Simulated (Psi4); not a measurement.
Psi4 was given this input:
```
memory 2 GB

molecule mol {
0 1
  O    -1.016135   -0.435064    0.000080
  C    -0.001727    0.412940   -0.007311
  O     1.152871    0.114081    0.006617
  H    -0.699045   -1.354439    0.018703
  H    -0.384483    1.444668   -0.028412
}

set basis def2-svp
set reference rhf

energy('ccsd(t)')
print_variables()
```

Q: Estimate the nuclear repulsion energy that CCSD(T)/def2-SVP (Psi4) returns for this input.

A: 70.7469 Eh

Q: What coupled-cluster correlation energy (without the perturbative part) does CCSD(T)/def2-SVP give?

A: -0.5156 Eh

Q: Estimate the total energy that CCSD(T)/def2-SVP returns for this input.

A: -189.1502 Eh

Q: Estimate the MP2 correlation energy that CCSD(T)/def2-SVP returns for this input.

A: -0.5034 Eh

Q: Give the number of basis functions at the level CCSD(T)/def2-SVP.

A: 52
